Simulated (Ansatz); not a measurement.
Coupled-cluster diagnostics for Zn₃S₃, Ansatz.

Geometry of the singlet (PBE0-D4/def2-SVP):

```tsv
atom	x (Å)	y (Å)	z (Å)
Zn1	-1.290	0.327	0.709
Zn2	0.943	-0.708	-1.818
Zn3	-1.850	-0.446	-1.514
S4	0.208	-1.270	1.365
S5	0.377	1.821	0.250
S6	1.613	0.275	1.007
```

Correlated methods freeze 42 core orbitals. Another isomer (singlet) lies 4.55 eV lower at PBE0-D4/def2-TZVP; other spin states weren't run for this one.

(1) Estimate the CCSD(T) correlation energy, the shares of MP2 and (T), T1 and the reference's ⟨S²⟩ for: charge 0, singlet, own geometry in def2-SVP; and the rough time on 4 threads of Intel Xeon Platinum 8259CL on a shared host.

## Answers

(1) 
```
                          state     basis  correlation (eV)  MP2 share (%)  (T) share (%)     T1  ⟨S²⟩ (pure)  wall time                  remarks
charge 0, singlet, own geometry  def2-SVP           -35.098           98.3            3.5  0.018  0.00 (0.00)       28 s  restricted SCF unstable
```
Customary marks for T1 are 0.02 (closed shells), 0.045 (open shells) and about 0.05 (3d metals). T1 stays under 0.02 throughout.
